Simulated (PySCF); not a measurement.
Job file and geometry (Å, from GFN2-xTB) of an NMR shielding run on SMILES O=CO[C@H]1C=C1[SiH2]CCl, C$_{5}$H$_{7}$ClO$_{2}$Si, GIAO PBE0/pcSseg-1 NMR shielding, non-relativistic, gas phase in PySCF 2.14.0, density-fitted response routines; density fitting, a coarse starting grid and PySCF grid level 2 are the driver's defaults:

```
$ OMP_NUM_THREADS=1 python probes_run.py task.json out

{"job": {"kind": "nmr", "xc": "PBE0", "basis": "pcSseg-1"}, "charge": 0, "multiplicity": 1}
O      1.871483     0.353312     1.250030
C      2.682056     0.176754     0.378250
O      2.490236     0.072244    -0.908613
C      1.146367     0.127895    -1.425339
C      0.310083    -1.089188    -1.384287
C     -0.012041    -0.155790    -0.522810
Si    -0.768026     0.547352     1.031719
C     -2.648723     0.582640     0.632736
Cl    -2.903121     1.565277    -0.836835
H      3.763102     0.078217     0.589078
H      1.119773     0.854355    -2.227257
H      0.179989    -2.055318    -1.804667
H     -0.345833     1.930290     1.214998
H     -0.586596    -0.359638     2.161459
H     -3.238487     1.046039     1.419019
H     -3.067861    -0.398015     0.421110
```

Task: Write the output of this run.

Result: 
```
coarse grid: 15192 points
cycle   1  E = -1093.8654014475  dE =  1.483e+00  |g| = 8.459e-01  |ddm| = 3.699e+00
cycle   2  E = -1093.5888946851  dE =  2.765e-01  |g| = 1.487e+00  |ddm| = 1.417e+00
cycle   3  E = -1093.9859871759  dE = -3.971e-01  |g| = 2.836e-01  |ddm| = 1.018e+00
cycle   4  E = -1094.0002594850  dE = -1.427e-02  |g| = 8.786e-02  |ddm| = 2.345e-01
cycle   5  E = -1094.0014952545  dE = -1.236e-03  |g| = 2.398e-02  |ddm| = 6.143e-02
cycle   6  E = -1094.0016135060  dE = -1.183e-04  |g| = 6.492e-03  |ddm| = 2.638e-02
cycle   7  E = -1094.0016222662  dE = -8.760e-06  |g| = 2.536e-03  |ddm| = 7.385e-03
final grid: 139736 points
cycle   8  E = -1094.0755001111  dE = -2.131e-05  |g| = 1.316e-02  |ddm| = 2.762e-02
cycle   9  E = -1094.0754522957  dE =  4.782e-05  |g| = 2.047e-02  |ddm| = 2.156e-02
cycle  10  E = -1094.0755324956  dE = -8.020e-05  |g| = 1.823e-03  |ddm| = 1.328e-02
cycle  11  E = -1094.0755330999  dE = -6.043e-07  |g| = 6.087e-04  |ddm| = 1.525e-03
cycle  12  E = -1094.0755331620  dE = -6.206e-08  |g| = 1.675e-04  |ddm| = 4.642e-04
cycle  13  E = -1094.0755331669  dE = -4.890e-09  |g| = 6.548e-05  |ddm| = 1.665e-04
cycle  14  E = -1094.0755331677  dE = -8.702e-10  |g| = 2.339e-05  |ddm| = 6.427e-05
converged SCF energy = -1094.0755331677

GIAO shielding tensors (ppm)
atom      isotropic    diamagn.    paramagn.     s11        s22        s33       span
  0 O      -91.837     403.620    -495.457   -373.134   -187.922    285.546    658.680
  1 C       17.521     245.717    -228.196    -77.088     56.067     73.584    150.672
  2 O       83.826     398.981    -315.155    -93.601    108.689    236.391    329.992
  3 C      132.168     252.639    -120.471     76.439     83.099    236.968    160.529
  4 C       53.183     257.922    -204.740    -82.932     60.240    182.240    265.172
  5 C       47.451     254.741    -207.290    -95.306     39.367    198.292    293.597
  6 Si     406.211     878.899    -472.688    384.787    402.128    431.718     46.931
  7 C      153.621     252.665     -99.044    133.118    141.356    186.388     53.270
  8 Cl     923.468    1146.269    -222.802    822.651    851.783   1095.969    273.318
  9 H       23.747      24.620      -0.873     18.601     23.754     28.885     10.284
 10 H       27.488      31.695      -4.207     21.945     26.320     34.200     12.255
 11 H       23.621      33.314      -9.692     19.563     24.394     26.906      7.343
 12 H       26.870      28.836      -1.966     23.242     26.269     31.099      7.857
 13 H       26.756      28.848      -2.092     23.153     25.276     31.840      8.687
 14 H       28.853      28.394       0.458     23.094     27.529     35.935     12.841
 15 H       28.710      30.278      -1.568     23.933     26.850     35.346     11.413
```

Task: Turn these shieldings into chemical shifts. Chemical shifts δ = σref − σ; $^{17}$O (σ = 336.08 ppm) against H2O; TMS for $^{13}$C (σ = 186.93 ppm), $^{29}$Si (σ = 349.16 ppm), $^{1}$H (σ = 31.72 ppm); $^{35}$Cl (σ = 949.78 ppm) against HCl, all at this level.

Result: Averaging equivalent atoms: O 0: 427.9; O 2: 252.3; C 1: 169.4; C 5: 139.5; C 4: 133.7; C 3: 54.8; C 7: 33.3; Si 6: -57.1; Cl 8: 26; H 11: 8.10; H 9: 7.97; H 13: 4.96; H 12: 4.85; H 10: 4.23; H 15: 3.01; H 14: 2.86 ppm. Unscaled 17O shifts of doubly bonded oxygen tend to come out too high, by tens of ppm or more. Experimental scales use liquid or dissolved standards, which lie at an offset from isolated H2O (liquid H2O: subtract about 36 ppm).

Size and cost of the density-fitted run: 202 basis functions, 83 s wall time on 1 thread of an Arm Neoverse N1, shared host; peak memory 0.93 GiB.
